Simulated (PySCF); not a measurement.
(OH)3Hf-O-SiH3 (singlet state).
Geometry (PBE0-D3(BJ)/def2-SVP, Å), atoms numbered from 1 in this order:
```
atom  x, y, z in Å
Hf1    0.9137    0.6183    0.0908
O2     2.3051   -0.2123   -0.9531
O3     0.5617    2.3937   -0.5712
O4     1.4045    0.6844    1.9544
O5    -0.7152   -0.4633   -0.0830
Si6   -2.0554   -1.4176   -0.1997
H7     3.0283   -0.5527   -1.4728
H8     0.4157    3.2895   -0.8630
H9     1.7007    0.7407    2.8587
H10   -3.1583   -0.8796    0.6560
H11   -2.5392   -1.4726   -1.6142
H12   -1.7461   -2.8113    0.2481
```

Theory: TDDFT CAM-B3LYP/def2-SVPD, vertical, gas phase, core orbitals frozen in the response, def2 core potentials past Kr in PySCF. Spin–orbit coupling is left out.

Predict the UV-vis stick spectrum at this level.

```tsv
state	E (eV)	E (kJ/mol)	λ (nm)	f	main configurations (H = HOMO, L = LUMO)
S1	7.26	700	170.9	0.0011	H-1/H→L (≥62%), H-1/H→L+3 (≥24%)
S2	7.26	700	170.8	0.0010	H-1/H→L (≥62%), H-1/H→L+3 (≥24%)
S3	7.51	725	165.0	0.0000	H-2→L (83%)
S4	7.77	750	159.5	0.018	H-3→L (56%), H-1/H→L+3 (≥14%)
S5	7.78	751	159.4	0.018	H-4→L (55%), H-1/H→L+3 (≥15%)
S6	7.94	766	156.1	0.077	H-5→L (55%), H-4→L+1/L+2 (≥10%), H-3→L+1/L+2 (≥9%)
S7	8.07	778	153.7	0.019	H-6→L (28%), H-2→L+1/L+2 (≥22%)
S8	8.07	778	153.7	0.019	H-7→L (28%), H-2→L+1/L+2 (≥23%)
S9	8.31	802	149.2	0.0003	H-1/H→L+5 (≥41%), H-1/H→L+6 (≥14%), H-1/H→L+7 (≥8%)
```

Triplets, Tamm–Dancoff:

```
state  E (eV)  λ (nm)  main configurations (H = HOMO, L = LUMO)
   T1    7.00   177.2          H-1/H→L (≥49%), H-1/H→L+3 (≥30%)
   T2    7.00   177.2          H-1/H→L (≥49%), H-1/H→L+3 (≥30%)
   T3    7.28   170.4                               H-2→L (77%)
```

The lowest singlet level (S1/S2) lies at 7.26 eV (171 nm, vacuum ultraviolet) and is very weak. The strongest level in the table is S6 at 7.94 eV (156 nm, f = 0.077). S1/S2, S4/S5 and S7/S8 lie within about 0.01 eV of each other in each set. For S1 the Löwdin share of hafnium is at most 12% in HOMO and 55% in LUMO. The listed states span 1.06 eV. Weighted by f, the mean energy of these states is 7.92 eV. The vertical ionisation energy (ΔSCF) is 10.62 eV, 2.30 eV above S9. Orbitals of the list HOMO-3 to LUMO+2 that lie within 0.01 eV of each other are written together with a slash and their weights summed (≥ marks a lower bound); for degenerate orbitals outside that list single weights are arbitrary. The window holds the lowest 10 singlets. The highest level found (8.33 eV, f 0.034 so far) is left out, since the window may have cut off a degenerate partner.
